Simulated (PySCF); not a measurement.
**Ions at one geometry of [HfF3(NH3)]+**

PySCF 2.14.0, RKS PBE0, Hf def2-SVP with ECP60, F def2-SVP, N def2-SVP, H def2-SVP; non-relativistic Hamiltonian with scalar-relativistic core potentials where named; density fitting; no spin-orbit coupling; singlets restricted, open shells unrestricted. The geometry is relaxed for charge +1, singlet, vacuum:

```xyz
8

Hf    0.0694   -0.0694    0.0694
F     1.0473    1.2011    1.0473
F    -1.2011   -1.0473    1.0473
F     1.0473   -1.0473   -1.2011
N    -1.2423    1.2423   -1.2423
H    -1.8645    1.8645   -0.7078
H    -0.7078    1.8645   -1.8645
H    -1.8645    0.7078   -1.8645
```

Energies count from the relaxed state; an electron taken off or put on is at rest in vacuum. Charges and spins are Mulliken's.

```csv
state,energy (eV),spin squared,charge on Hf1 (e),spin on Hf1 (e),dipole about the centre of mass (D)
"charge +1, singlet, vacuum",0.00,0.00,1.54,0.00,7.57
"charge 0, doublet, vacuum",-4.12,0.75,0.95,0.94,6.27
```

Problem. What does the state charge +2, doublet, vacuum give?

Solution. energy (eV) 19.23, spin squared 0.77, charge on Hf1 (e) 1.75, spin on Hf1 (e) -0.11, dipole about the centre of mass (D) 6.74.

With an electron taken off (doublet) the charges change, summed by element, by Hf +0.21 e, F +0.69 e, N +0.00 e, H +0.10 e. The vertical ionisation energy is 19.23 eV, against −ε(HOMO) = 16.80 eV of the relaxed state. The level lies 2.4 eV too high, as is usual for semilocal functionals and global hybrids, which keep a self-interaction error.

With an electron put on (doublet) the charges change, summed by element, by Hf -0.59 e, F -0.29 e, N +0.04 e, H -0.16 e. The vertical electron affinity is 4.12 eV, against −ε(LUMO) = 6.56 eV of the relaxed state.

Open shells may have lower solutions than those found.
